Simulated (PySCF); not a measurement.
Molecule: SMILES [C]#CC(F)(F)F, doublet. Atoms near the plane z = 0.8 Å, at the CAM-B3LYP/def2-SVP optimised geometry (x, y, z in Å): C3 (-0.4, -0.3, 0.0), F4 (0.9, -0.3, 0.0), F5 (-0.8, 1.0, 0.0), F6 (-0.8, -0.8, 1.1).

Computed with unrestricted CAM-B3LYP/def2-TZVP run with PySCF. Cells within 0.4 Å of a nucleus heavier than hydrogen are left out (blank, or x). The values are rescaled to run from 0 to 1.

```
|000000000000000000000000000|
|000000000000000000000000000|
|000000000000000000000000000|
|000000000000000000000000000|
|000000000000000000000000000|
|000000000000000000000000000|
|000000000110000000000000000|
|000000001221000000000000000|
|000000012332100000000000000|
|000000012442100000000000000|
|000000012332100000000000000|
|000000011222100000000000000|
|000000001222111111110000000|
|000000012332211223210000000|
|000000125764322234320000000|
|000000159624532233310000000|
|000000287xx3732122110000000|
|000000286xx6831111100000000|
|000000269559621000000000000|
|000000136996310000000000000|
|000000012332100000000000000|
|000000000000000000000000000|
|000000000000000000000000000|
|000000000000000000000000000|
|000000000000000000000000000|
|000000000000000000000000000|
|000000000000000000000000000|
```
Scale: ten equal steps from 0.000 (start of '0') to 1.00 (end of '9'), in the order '0123456789'; x runs from -3.00 to 3.00, y from -3.00 (bottom) to 3.00 (top).

Task: Which quantity is mapped?
(A) deformation density (molecule minus spherical neutral atoms)
(B) Laplacian of the electron density
(C) an orbital amplitude
(D) spin density

Result: B, Laplacian of the electron density. In full: Laplacian of the electron density (e/bohr⁵).
